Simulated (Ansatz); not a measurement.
Ideal-gas functions of `[OH][W]([OH])(=[S])=[S]` at 400 K and 1 bar, from an Ansatz frequency run at PBE0-D4/def2-TZVP.

Molar mass 281.99 g/mol, point group Cs (symmetry number 1), electronic degeneracy 1, moments of inertia 212.574, 279.753, 324.26 u Å². Harmonic wavenumbers (cm⁻¹, unscaled): 175, 177, 205, 213, 222, 273, 305, 553, 563, 620, 644, 732, 739, 3883, 3887.

Use S(trans) = R[1.5 ln M + 2.5 ln T − 1.1517]; rotational temperatures θ = 24.2544 K / I; S(rot) = R[ln(√π/σ · √(T³/θAθBθC)) + 1.5]; for each mode x = 1.438777 ν̃/T, S = R[x/(eˣ − 1) − ln(1 − e⁻ˣ)] and H = RT x/(eˣ − 1); 1 cm⁻¹ = 0.0119627 kJ/mol; R = 8.31446 J/(mol·K).

Question: By hand: the entropy, in J/(mol·K).

Answer: Translation 185.3. Rotation: θ = 0.1141, 0.0867, 0.0748 K, giving 121.9. Vibration, mode by mode: 12.30, 12.21, 11.03, 10.73, 10.40, 8.79, 7.95, 3.84, 3.74, 3.18, 2.97, 2.32, 2.27, 0.00, 0.00, in all 91.7. Electronic 0.0. Sum 398.9 J/(mol·K).

Question: By hand: H − E and G − E in kJ/mol, counted from the electronic energy.

Answer: Zero-point energy ½ × 13191 × 0.0119627 = 78.9; thermal vibration 20.3; translation, rotation and pV give 4 RT = 13.3. H − E = 112.5 kJ/mol, and G − E = 112.5 − 400 × 398.9/1000 = -47.1 kJ/mol.

Vibration gives 23 % of the entropy. The sum counts one conformer and one mirror image; others add a mixing term.
